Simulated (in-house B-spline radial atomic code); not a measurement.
Multiplet parameters of the 3d8 shell in Se IX (Se8+) ([Ar] 3d8). Computed with a B-spline radial code for spherical atoms: non-relativistic Hartree-Fock, average of configuration, point nucleus.

Slater integrals: F^2 = 171427 cm⁻¹, F^4 = 108604 cm⁻¹. Central-field spin-orbit parameter ζ(3d) = 3268 cm⁻¹ (bare central field on non-relativistic orbitals, without two-electron terms: too large for light atoms, too small for heavy ones).

(1) What are Racah's B and C?

(2) Where do the terms lie in LS coupling, without spin-orbit interaction?

(3) Is LS coupling a fair picture here?

Answers

(1) B = F^2/49 - 5F^4/441 = 2267 cm⁻¹, C = 35F^4/441 = 8619 cm⁻¹, C/B = 3.80.

(2) In cm⁻¹ above the Hund's-rule term:
| term | expression | energy |
| --- | --- | --- |
| 3F | 0B + 0C | 0 |
| 1D | 5B + 2C | 28575 |
| 3P | 15B + 0C | 34008 |
| 1G | 12B + 2C | 44445 |
| 1S | 22B + 7C | 110213 |

(3) Fits to spectra need these integrals scaled down, since correlation screens the repulsion. Here ζ is 1.44 times B, so the coupling is intermediate: spin-orbit interaction mixes the terms, and LS labels name only the largest part.
